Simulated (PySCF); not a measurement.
PySCF input (M06-L/def2-TZVPD):

```python
from pyscf import gto, scf, dft

mol = gto.M(
    atom='''
    B    -0.75292693   -0.03938241   -0.04068470
    N     0.69916731   -0.00104991   -0.01098677
    H    -1.23341142   -0.71105686   -0.90474779
    H    -1.20904296    1.12392383    0.06209953
    H    -1.19454407   -0.24121976    1.11522353
    H     1.22013636    0.53055227    0.67094606
    H     1.28732554   -0.49793807   -0.66319044
    ''',
    basis='def2-tzvpd',
    charge=0,
    spin=1,
    verbose=4,
)

mf = dft.UKS(mol, xc='m06l').density_fit(auxbasis='def2-universal-jkfit')
mf.grids.level = 4
mf.conv_tol = 1e-9
mf.max_cycle = 100
mf.max_memory = 1500
mf.kernel()
if not mf.converged:
    mf = mf.newton()
    mf.kernel(mf.make_rdm1())
for _ in range(2):
    mo, _, stable, _ = mf.stability(return_status=True)
    if stable:
        break
    mf.kernel(mf.make_rdm1(mo, mf.mo_occ))
mf.analyze()
```

End of the output:

```
Extra cycle  E= -82.5827055325962  delta_E= 4.09e-10  |g|= 3.01e-05  |ddm|= 3.34e-05
converged SCF energy = -82.5827055325962  <S^2> = 0.75673477  2S+1 = 2.0067235
uhf_internal: lowest eigs of H = [0.7925237  0.8089189  0.81372725]
<class 'pyscf.df.df_jk.DFUKS'> wavefunction is stable in the internal stability analysis
**** SCF Summaries ****
Total Energy =                         -82.582705532596165
Nuclear Repulsion Energy =              36.208510473643187
One-electron Energy =                 -181.727904730599278
Two-electron Energy =                   62.936688724359925
Two-electron Coulomb Energy =           75.752945125021910
DFT Exchange-Correlation Energy =      -12.816256400661981
HOMO-LUMO gap [eV] =                     1.658217820588343
**** MO energy ****
                             alpha | beta                alpha | beta
MO #1   energy= -14.2133646158391  | -14.2038230281008  occ= 1 | 1
MO #2   energy= -6.5971034499801   | -6.59657340295384  occ= 1 | 1
MO #3   energy= -0.869276467122473 | -0.835622932425027 occ= 1 | 1
MO #4   energy= -0.514534771605943 | -0.499769610757002 occ= 1 | 1
MO #5   energy= -0.496089081615867 | -0.486985469111295 occ= 1 | 1
MO #6   energy= -0.380515262881719 | -0.358785609581192 occ= 1 | 1
MO #7   energy= -0.3375099214551   | -0.287930853430775 occ= 1 | 1
MO #8   energy= -0.287879730391492 | -0.280225124147224 occ= 1 | 1
MO #9   energy= -0.222169415530479 | -0.161231034098178 occ= 1 | 0
MO #10  energy= -0.00600243545877532 | -0.00462675253586475 occ= 0 | 0
MO #11  energy= 0.0325801986684327 | 0.0389195523242219 occ= 0 | 0
MO #12  energy= 0.0454601854142855 | 0.0444242545853975 occ= 0 | 0
MO #13  energy= 0.0858124227622109 | 0.0899920250759748 occ= 0 | 0
MO #14  energy= 0.0881908437265382 | 0.0959637620211383 occ= 0 | 0
MO #15  energy= 0.097363745373875  | 0.104219007968576  occ= 0 | 0
MO #16  energy= 0.103884837133213  | 0.106666212899338  occ= 0 | 0
MO #17  energy= 0.10718409263555   | 0.11182423213089   occ= 0 | 0
MO #18  energy= 0.131010571540362  | 0.141116168483921  occ= 0 | 0
MO #19  energy= 0.147266380497266  | 0.148616802926432  occ= 0 | 0
MO #20  energy= 0.153833684483082  | 0.155459600157565  occ= 0 | 0
MO #21  energy= 0.16881227668059   | 0.16931430257049   occ= 0 | 0
MO #22  energy= 0.181650342550495  | 0.189750699311313  occ= 0 | 0
MO #23  energy= 0.204621235268297  | 0.211012362053718  occ= 0 | 0
MO #24  energy= 0.216216315759044  | 0.218693105299758  occ= 0 | 0
MO #25  energy= 0.221469391401693  | 0.223055774649499  occ= 0 | 0
MO #26  energy= 0.232482544841462  | 0.236200326540913  occ= 0 | 0
MO #27  energy= 0.237660407409456  | 0.244335382612678  occ= 0 | 0
MO #28  energy= 0.25955271811292   | 0.261868930983464  occ= 0 | 0
MO #29  energy= 0.262045402713378  | 0.263859191813463  occ= 0 | 0
MO #30  energy= 0.296887075289993  | 0.296996695994883  occ= 0 | 0
MO #31  energy= 0.296926676215994  | 0.301069261533692  occ= 0 | 0
MO #32  energy= 0.30700781525849   | 0.308660410707637  occ= 0 | 0
MO #33  energy= 0.32733741051229   | 0.328514094065123  occ= 0 | 0
MO #34  energy= 0.330878761875309  | 0.340275841227673  occ= 0 | 0
MO #35  energy= 0.348064000555036  | 0.351998105451564  occ= 0 | 0
MO #36  energy= 0.367003497527169  | 0.373157037919499  occ= 0 | 0
MO #37  energy= 0.369114467478109  | 0.373917257772769  occ= 0 | 0
MO #38  energy= 0.391256427035721  | 0.389046034761389  occ= 0 | 0
MO #39  energy= 0.402128733139812  | 0.406647168917374  occ= 0 | 0
MO #40  energy= 0.420333655434756  | 0.422183154536777  occ= 0 | 0
MO #41  energy= 0.423128117853734  | 0.427051979697935  occ= 0 | 0
MO #42  energy= 0.446964203981088  | 0.455108808703073  occ= 0 | 0
MO #43  energy= 0.460287648178914  | 0.465240963082128  occ= 0 | 0
MO #44  energy= 0.461512040019471  | 0.467720036228887  occ= 0 | 0
MO #45  energy= 0.474674921843372  | 0.478245706774324  occ= 0 | 0
MO #46  energy= 0.501607711780551  | 0.504996480136905  occ= 0 | 0
MO #47  energy= 0.52733586867318   | 0.552618320189181  occ= 0 | 0
MO #48  energy= 0.609651625850024  | 0.614205622963954  occ= 0 | 0
MO #49  energy= 0.613522475552728  | 0.630466247537255  occ= 0 | 0
MO #50  energy= 0.638174020792736  | 0.64322850916396   occ= 0 | 0
MO #51  energy= 0.677403339709814  | 0.69374090395104   occ= 0 | 0
MO #52  energy= 0.726923839604501  | 0.728145046117598  occ= 0 | 0
MO #53  energy= 0.746730224489027  | 0.751071868734168  occ= 0 | 0
MO #54  energy= 0.755741039445039  | 0.765572159085262  occ= 0 | 0
MO #55  energy= 0.780027378588352  | 0.77848819714304   occ= 0 | 0
MO #56  energy= 0.847749453261045  | 0.862636437084958  occ= 0 | 0
MO #57  energy= 0.859204198622741  | 0.863399356835795  occ= 0 | 0
MO #58  energy= 0.879281618863882  | 0.886187140733885  occ= 0 | 0
MO #59  energy= 0.896162976798122  | 0.906847085470995  occ= 0 | 0
MO #60  energy= 0.972594916622132  | 0.985506185197352  occ= 0 | 0
MO #61  energy= 1.13403088366356   | 1.1422839334848    occ= 0 | 0
MO #62  energy= 1.18070606102779   | 1.20230920021358   occ= 0 | 0
MO #63  energy= 1.26192562929924   | 1.26952173490741   occ= 0 | 0
MO #64  energy= 1.29270732129671   | 1.31208306387539   occ= 0 | 0
MO #65  energy= 1.3337995757215    | 1.33764714153008   occ= 0 | 0
MO #66  energy= 1.33406097746262   | 1.35645962018461   occ= 0 | 0
MO #67  energy= 1.37012048458698   | 1.38426053514408   occ= 0 | 0
MO #68  energy= 1.4248789485092    | 1.435495934266     occ= 0 | 0
MO #69  energy= 1.52511022347568   | 1.54225813773222   occ= 0 | 0
MO #70  energy= 1.57312219355693   | 1.58521714372485   occ= 0 | 0
MO #71  energy= 1.75349252953384   | 1.75601077991697   occ= 0 | 0
MO #72  energy= 1.77726311986783   | 1.80536065162145   occ= 0 | 0
MO #73  energy= 1.80096664128348   | 1.82071663604786   occ= 0 | 0
MO #74  energy= 1.85877221846463   | 1.8736438629967    occ= 0 | 0
MO #75  energy= 1.91132791194534   | 1.91340979572522   occ= 0 | 0
MO #76  energy= 1.9202413567317    | 1.94997334737809   occ= 0 | 0
MO #77  energy= 1.98742231655772   | 1.99220267418572   occ= 0 | 0
MO #78  energy= 1.99875945844958   | 2.01085729472418   occ= 0 | 0
MO #79  energy= 2.01316676711926   | 2.01864839532808   occ= 0 | 0
MO #80  energy= 2.08509608980598   | 2.10213911734837   occ= 0 | 0
MO #81  energy= 2.08867627789757   | 2.10696623341094   occ= 0 | 0
MO #82  energy= 2.12934510047798   | 2.12819141693755   occ= 0 | 0
MO #83  energy= 2.18277312358043   | 2.17232008078999   occ= 0 | 0
MO #84  energy= 2.21941867593113   | 2.24165828815356   occ= 0 | 0
MO #85  energy= 2.22153131231087   | 2.24470166840031   occ= 0 | 0
MO #86  energy= 2.24198636501383   | 2.26360795660377   occ= 0 | 0
MO #87  energy= 2.45391301946469   | 2.48001152828664   occ= 0 | 0
MO #88  energy= 2.52232750750069   | 2.53155583157444   occ= 0 | 0
MO #89  energy= 2.53984856102769   | 2.57315285676535   occ= 0 | 0
MO #90  energy= 2.58183790771631   | 2.61551562796562   occ= 0 | 0
MO #91  energy= 2.67481143445355   | 2.67875380769298   occ= 0 | 0
MO #92  energy= 2.72824497622923   | 2.73206814081216   occ= 0 | 0
MO #93  energy= 2.77155440720804   | 2.79902124279298   occ= 0 | 0
MO #94  energy= 2.77491505108401   | 2.79973043683      occ= 0 | 0
MO #95  energy= 2.87304395193973   | 2.87028908015036   occ= 0 | 0
MO #96  energy= 2.9593700993023    | 2.98137702618405   occ= 0 | 0
MO #97  energy= 3.04384439518816   | 3.07440715007836   occ= 0 | 0
MO #98  energy= 3.16737742840795   | 3.1782269212068    occ= 0 | 0
MO #99  energy= 3.19827270549613   | 3.22085134707075   occ= 0 | 0
MO #100 energy= 3.20309680179419   | 3.24807225342164   occ= 0 | 0
MO #101 energy= 3.30788594203063   | 3.32588932678317   occ= 0 | 0
MO #102 energy= 3.39804906791989   | 3.40613869964116   occ= 0 | 0
MO #103 energy= 3.41956064908933   | 3.44123028350065   occ= 0 | 0
MO #104 energy= 3.5578189395812    | 3.56284086059705   occ= 0 | 0
[...]
```

It need not be the lowest isomer of its formula.
